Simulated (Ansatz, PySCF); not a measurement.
SbCl2, SMILES [Sb+]([Cl])[Cl] (connectivity only; charge and spin as stated), charge +1, multiplicity 1. Atoms are numbered in the order given.

```xyz
3

Sb     0.0000     0.0000     0.5688
Cl     0.0000     1.7250    -0.8784
Cl     0.0000    -1.7250    -0.8784
```
Charge +1, spin multiplicity 1.

Geometry: PBE0-D3(BJ)/def2-TZVP. The spin state was assumed, not searched. The isomer is the one that the SMILES or the coordinates give; other isomers of the formula were not compared. The def2 effective core potentials stand for the cores of Sb; spin–orbit coupling is left out.

Two levels are set side by side: PBE-D3(BJ)/def2-TZVP (Ansatz, an electronic-structure program) and PBE0-D3(BJ)/def2-TZVP (Ansatz). Each level has its own optimised geometry; the coordinates shown are those of the second. Frequencies come from the Hessian of PySCF at each geometry. Differences are taken from unrounded values.

```
quantity                            PBE0-D3(BJ)  PBE-D3(BJ)  PBE-D3(BJ) minus PBE0-D3(BJ)
----------------------------------  -----------  ----------  ----------------------------
mean bond length (Å)                      2.252       2.281                         0.029
bond Sb1–Cl2 (Å)                          2.252       2.281                         0.029
bond Sb1–Cl3 (Å)                          2.252       2.281                         0.029
highest harmonic wavenumber (cm⁻¹)          440         413                           -27
mean harmonic wavenumber (cm⁻¹)             338         318                           -21
zero-point energy (kcal/mol)               1.45        1.36                         -0.09
```

Exact exchange shortens and stiffens bonds; PBE has none. Differences between two approximate levels are no errors against the true value.
